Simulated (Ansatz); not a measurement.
Name a neutral molecule of B, Br, Cl and H with size of the dipole moment (ωB97M-V/def2-TZVPP) between 0.25 and 0.55 D and zero-point energy (PBE0-D4/def2-TZVP) between 67 and 83 kJ/mol (Ansatz, PBE0-D4/def2-TZVP geometry).

`Cl[B@H-]1[Br+][B@H-](Cl)[Br+]1` (0.43 D, 80.6 kJ/mol). Other molecules can fit too; these were computed, each in one conformer that needn't be the lowest.
